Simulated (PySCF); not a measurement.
Gas-phase reaction: 3 WO2F2 + 3 Cl2 ⇌ W2O6 + WCl6 + 3 F2

Method: PySCF energies (xtb for GFN2) plus ideal-gas RRHO corrections (1 bar). † marks an energy on the PBE0/def2-TZVP geometry and frequencies; other levels use their own. MP2 freezes the core. All species are closed-shell singlets. B3LYP is the form with VWN-RPA correlation. W: scalar-relativistic def2 core potential, no spin-orbit coupling. WO2F2, W2O6: computed as isolated molecules; such fragments, hydroxides, amides, oligomers or adducts are transient or little studied in the gas. MP2 isn't extrapolated to the basis-set limit. Warning, point group unlike the PBE0 one: WO2F2 (GFN2-xTB).

```json
[
 {"level": "B3LYP/def2-TZVP†", "ΔH°(298 K), kJ": "___"},
 {"level": "GFN2-xTB", "ΔH°(298 K), kJ": "___"},
 {"level": "HF/def2-TZVP†", "ΔH°(298 K), kJ": "1515"},
 {"level": "MP2/def2-SVP†", "ΔH°(298 K), kJ": "1309"},
 {"level": "PBE/def2-SVP", "ΔH°(298 K), kJ": "1244"},
 {"level": "PBE0/def2-QZVP†", "ΔH°(298 K), kJ": "1348"},
 {"level": "PBE0/def2-TZVP", "ΔH°(298 K), kJ": "___"},
 {"level": "LDA/def2-TZVP†", "ΔH°(298 K), kJ": "1227"},
 {"level": "ωB97M-V/def2-TZVP†", "ΔH°(298 K), kJ": "___"}
]
```

**Question.** Fill in the missing entries.

**Answer.** 
- B3LYP/def2-TZVP†, ΔH°(298 K), kJ: 1376
- GFN2-xTB, ΔH°(298 K), kJ: 1067
- PBE0/def2-TZVP, ΔH°(298 K), kJ: 1317
- ωB97M-V/def2-TZVP†, ΔH°(298 K), kJ: 1336
